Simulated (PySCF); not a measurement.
## Electronic structure of I (iodine, neutral) at the UHF level

Configuration: [Kr] 4d10 5s2 5p4 5d1, one real determinant (an excited configuration). Computed with PySCF 2.14 in aug-cc-pVTZ-DK3, with scalar relativity by spin-free X2C-1e.

```json
{
 "Total energy": "-7112.084063 hartree",
 "One-electron energy": "-9746.3090 hartree",
 "Hartree (Coulomb) energy": "2814.6058 hartree",
 "Exchange energy": "-180.3809 hartree",
 "⟨S²⟩": "3.7637",
 "⟨L²⟩": "8.086",
 "Sum of ⟨r⟩": "39.26 bohr",
 "Sum of ⟨r²⟩": "70.69 bohr²",
 "Traceless quadrupole moment −½Σ⟨3z² − r²⟩ along its main axis": "2.62 e·bohr²",
 "Langevin diamagnetic susceptibility": "-56.0 ×10⁻⁶ cm³/mol"
}
```

```
shell  electrons  mean orbital energy (hartree)  spread (hartree)  rms radius, mean of both spins (bohr)
 1s α          1                    -1224.86139                 0                                 0.0311
 1s β          1                    -1224.85698                 0                                 0.0311
 2s α          1                     -193.00551                 0                                  0.127
 2s β          1                     -193.00337                 0                                  0.127
 2p α          3                     -173.12335           0.00369                                  0.113
 2p β          3                     -173.11866           0.00199                                  0.113
 3s α          1                      -40.61322                 0                                  0.334
 3s β          1                      -40.60808                 0                                  0.334
 3p α          3                      -33.99531           0.00910                                  0.335
 3p β          3                      -33.98768           0.00062                                  0.335
 3d α          5                      -24.03601           0.00994                                  0.313
 3d β          5                      -24.03251           0.00477                                  0.313
 4s α          1                       -7.87011                 0                                  0.787
 4s β          1                       -7.85477                 0                                  0.787
 4p α          3                       -5.69774           0.02220                                  0.845
 4p β          3                       -5.67989           0.00204                                  0.845
 4d α          5                       -2.41503           0.02894                                  0.991
 4d β          5                       -2.40141           0.01174                                  0.991
 5s α          1                       -1.03418                 0                                   2.11
 5s β          1                       -0.84505                 0                                   2.11
 5p α          3                       -0.52339           0.06874                                   2.56
 5p β          1                       -0.44246                 0                                   2.56
 5d α          1                       -0.06116                 0                                   4.26
```

⟨L²⟩ = 8.09 against 12 for a pure F term, so this real determinant mixes terms. The outer electron is Rydberg-like, and this basis confines it to a smaller radius and binds it less than a complete one would.

Densities and radii are taken from the X2C orbitals without a picture-change correction, which distorts them close to the nucleus.

Spin-orbit constants ζ (cm⁻¹) from the X2C one-electron operator on these orbitals: bare nucleus, nucleus screened by l(l+1)(2l+1)/3 electrons, and screened by the Breit-Pauli mean field of the electrons.

| shell | bare | screened nucleus | mean field |
| --- | --- | --- | --- |
| 2p | 1592000 | 1532000 | n/a |
| 3p | 303500 | 292000 | n/a |
| 3d | 46150 | 37440 | n/a |
| 4p | 56480 | 54350 | n/a |
| 4d | 6497 | 5271 | n/a |
| 5p | 5248 | 5050 | n/a |
| 5d | 201.1 | 163.1 | n/a |

To first order the Landé constant is A = -524.8 cm⁻¹, so the lowest level has J = 9/2 and lies 0.293 eV below the centre of the term. This holds in LS coupling only.
